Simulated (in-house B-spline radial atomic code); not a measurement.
Ionisation energies with and without relativity, with size and susceptibility from the Dirac run. Dirac energy differences include first-order Breit, QED and recoil terms. NIST's values go from ground level to ground level; the uncertainty of those that are theory runs from under 0.1 % in few-electron ions to several per cent in heavy many-electron ones. Computed with a B-spline radial code for spherical atoms: non-relativistic Hartree-Fock and Dirac-Hartree-Fock, averages of the configuration (point nuclei without relativity, finite nuclei with it).

| ion | configuration | configuration after | ionisation non-relativistic (eV) | ionisation Dirac Breit and QED (eV) | tabulated value (eV) | tabulated kind | radius at density 0.001 (bohr) | diamagnetic susceptibility (10⁻⁶ cm³/mol) |
| --- | --- | --- | --- | --- | --- | --- | --- | --- |
| Al4+ | [He] 2s2 2p5 | [He] 2s2 2p4 | 154.85 | 154.84 | 153.8252 | semi-empirical | 1.82 | -2.2801 |
| Si4+ | [He] 2s2 2p6 | [He] 2s2 2p5 | 165.42 | 165.39 | 166.767 | measured | 1.769 | -2.2857 |
| P4+ | [Ne] 3s1 | [He] 2s2 2p6 | 64.43 | 64.57 | 65.02511 | measured | 2.766 | -4.2168 |
| S4+ | [Ne] 3s2 | [Ne] 3s1 | 70.62 | 70.79 | 72.5945 | measured | 2.819 | -5.5294 |
| Cl4+ | [Ne] 3s2 3p1 | [Ne] 3s2 | 66.72 | 66.72 | 67.68 | semi-empirical | 2.832 | -6.6138 |
| Ar4+ | [Ne] 3s2 3p2 | [Ne] 3s2 3p1 | 72.80 | 72.81 | 74.84 | semi-empirical | 2.788 | -7.3211 |
| K4+ | [Ne] 3s2 3p3 | [Ne] 3s2 3p2 | 78.99 | 79.01 | 82.66 | semi-empirical | 2.725 | -7.775 |
| Ca4+ | [Ne] 3s2 3p4 | [Ne] 3s2 3p3 | 85.29 | 85.32 | 84.34 | semi-empirical | 2.655 | -8.0547 |
